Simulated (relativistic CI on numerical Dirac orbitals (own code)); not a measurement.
Computed by Dirac-Coulomb-Breit CI, orbitals from a KLI potential per configuration, a model potential for QED, valence Slater integrals scaled by 0.85, configuration energies shifted to the measured levels that pair with them (semi-empirical) (own radial code, finite nucleus).

CI space (outside the closed core [Ar] 3d10): 4s2 4p2, 4s 4p3, 4s2 4p 5s, 4s2 4p 5p, 4s2 4p 5d, 4s2 4p 6s, 4s2 4p 4d, 4p4, 4s2 4p 4f, 4s2 4d2, 4s 4p2 4d, 4s 4p2 4f, 4s2 4f2, 4s2 4p 6p, 4s2 4p 5f, 4s2 4p 6d, 4s2 4p 5g, 4p2 4d2, 4s2 4p 6f, 4s 4p2 5s, 4s2 4d 4f, 4s 4p2 5p, 4p3 4d, 4s2 4d 5s, 4s 4p 4d2, 4s2 5s2, 4s 4p2 6s, 4s 4p2 5d, 4p3 4f, 4p2 4f2. Levels of other configurations are missing.

Configurations whose levels could be paired with our table of measured levels were shifted onto them, all but the ground configuration, by the median error of their levels; single terms can still be off by 1,000 to 2,000 cm⁻¹ or more, and rates follow the energies as ν³ (E1, M1) or ν⁵ (E2). The others borrow a shift and can be off by several thousand cm⁻¹ or more. The fine structure of a lone outer electron comes out too small, for d and f at times inverted, and misplaced configurations move strength between like terms. 24 of the 29 excited levels that our extract of the measured tables holds in this range could be paired (the sources list more); they are missed by 236 cm⁻¹ on average and 1405 at most, after the shifts were fitted to these levels, and levels without a partner can miss by more. Some levels of the ground configuration have no partner and can miss by 10 % or more.

Outline of the computed level scheme of Se III. Lowest level of each configuration: 4s2 4p2 3P_0 at 0.0000 eV; 4s 4p3 5S°_2 at 8.6982 eV; 4s2 4p 4d 1D°_2 at 13.6477 eV; 4s2 4p 5s 3P°_0 at 15.6590 eV; 4s2 4p 5p 1P_1 at 18.7051 eV; 4s2 4p 6s 3P°_0 at 23.1708 eV; 4s 4p2 4d 3P_2 at 23.2547 eV; 4s2 4p 5d 3F°_2 at 23.3393 eV.

Some strong electric-dipole decays among the lowest 45 levels: 4s 4p3 1D°_2 → 4s2 4p2 1D_2 (1.5e+10 s⁻¹); 4s 4p3 1P°_1 → 4s2 4p2 1S_0 (9.9e+09 s⁻¹); 4s 4p3 3S°_1 → 4s2 4p2 3P_2 (9.2e+09 s⁻¹); 4s 4p3 3S°_1 → 4s2 4p2 3P_1 (4.2e+09 s⁻¹); 4s2 4p 5s 3P°_0 → 4s2 4p2 3P_1 (3.6e+09 s⁻¹); 4s2 4p 5s 3P°_2 → 4s2 4p2 3P_2 (3.2e+09 s⁻¹); 4s 4p3 1P°_1 → 4s2 4p2 1D_2 (2.9e+09 s⁻¹); 4s2 4p 5s 3P°_2 → 4s2 4p2 3P_1 (1.6e+09 s⁻¹).

Rates of lines that live on the mixing of spin multiplicities can be off by large factors.

LS names give the leading component of a level, which can be under half, so a name can repeat, a term be missing and a line seem to break the LS rules.
